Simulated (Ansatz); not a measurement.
A structure relaxed at PBE0-D4/def2-SVP in Ansatz, charge 0, singlet:

```xyz
5

Zn   -0.1221   -0.2604   -0.5356
Zn    0.0601   -0.2776    1.7958
O    -0.2724   -0.2652   -2.3857
F     0.1871   -0.3211    3.5429
F     0.1473    1.1243   -2.4174
```

Question: Give its formula and point group.

Answer: the cluster Zn2OF2. Point group Cs (tolerance 0.1 Å).

Question: Summarise the bond lengths by kind (pairs closer than 1.2 times the sum of covalent radii, bridged metal pairs left out).

Answer: 1 × Zn–Zn 2.34 Å; 1 × O–Zn 1.86 Å; 1 × F–Zn 1.75 Å; 1 × F–O 1.45 Å.

Another isomer (singlet) lies 4.19 eV lower at PBE0-D4/def2-TZVP; other spin states weren't run for this one.
